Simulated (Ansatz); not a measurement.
C₄H₉ (SMILES C[C-](C)C), charge -1, singlet, at a GFN2-xTB geometry (a gas-phase anion, which may not be bound at this level); Ansatz (a first-principles code) with R2SCAN/cc-pVDZ.

Here is a job for Ansatz.
Ansatz 0.2 input:
```yaml
crystal:
  periodic: [false, false, false]
  atoms:
    - {symbol: C, position_ang: [0.00366132, -0.00257993, 0.50987381]}
    - {symbol: C, position_ang: [0.00604899, 1.42125247, -0.05700883]}
    - {symbol: H, position_ang: [-0.00171725, 1.48743097, -1.17683124]}
    - {symbol: H, position_ang: [-0.87186003, 1.98005613, 0.29102195]}
    - {symbol: H, position_ang: [0.89392380, 1.97203055, 0.27830152]}
    - {symbol: C, position_ang: [1.22682796, -0.71573222, -0.07658806]}
    - {symbol: H, position_ang: [1.27104904, -0.74055799, -1.19724426]}
    - {symbol: H, position_ang: [2.15487708, -0.23527963, 0.25807796]}
    - {symbol: H, position_ang: [1.26497933, -1.76050060, 0.25675066]}
    - {symbol: C, position_ang: [-1.23425894, -0.70454644, -0.05885878]}
    - {symbol: H, position_ang: [-1.29484415, -0.72889586, -1.17875997]}
    - {symbol: H, position_ang: [-1.27709886, -1.74894672, 0.27506338]}
    - {symbol: H, position_ang: [-2.15298495, -0.21570016, 0.28911112]}
basis:
  gaussian:
    orbitals: cc-pVDZ
hamiltonian:
  xc: r2scan
total_charge: -1
```

It wrote (shortened):

```
Functional definition: r2SCAN
1242 factors; their error is unknown
mean field evaluation 1: about -4284.1573 eV, gradient 4.7e1 eV
mean field evaluation 2: about -4272.3702 eV, gradient 7.8e1 eV
mean field evaluation 4: about -4290.2989 eV, gradient 3.2e0 eV
mean field evaluation 8: about -4290.3266 eV, gradient 5.0e-2 eV
mean field evaluation 16: about -4290.2856 eV, gradient 6.1e-5 eV
mean field -4290.28561489 eV, -157.6650882872 hartree, gradient 6.1e-5 eV, S^2 0.000000; 0 other end points of the search recorded, 0 dependent functions left out
reference -4290.28562443 eV, -157.6650886378 hartree; 17, 17 occupied and 84, 84 virtual orbitals, 1242 factors
Total energy: -4290.28562443 eV, -157.6650886378 hartree
```
